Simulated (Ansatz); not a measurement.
NH2 (SMILES [NH2]), charge 0, multiplicity 2, relaxed at each level with Ansatz (a first-principles code); harmonic frequencies from differences of analytic forces, average atomic masses, frozen cores. Open shells are unrestricted.

**Question.** Give the equilibrium geometry, the harmonic frequencies and the zero-point energy at r2SCAN/def2-TZVPP.

**Answer.** 
(charge 0, multiplicity 2):
```xyz
3

N     -0.0006     0.1449     0.0000
H     -0.7992    -0.5016     0.0000
H      0.8035    -0.4946     0.0000
```
Frequencies (cm⁻¹): 1537, 3357, 3453. Zero-point energy 11.93 kcal/mol.

**Question.** Give the equilibrium geometry, the harmonic frequencies and the zero-point energy at CCSD(T)/cc-pVTZ.

**Answer.** 
(charge 0, multiplicity 2):
```xyz
3

N     -0.00064     0.14597     0.00000
H     -0.79717    -0.50209     0.00000
H      0.80154    -0.49509     0.00000
```
Frequencies (cm⁻¹): 1558, 3365, 3458. Zero-point energy 11.98 kcal/mol.
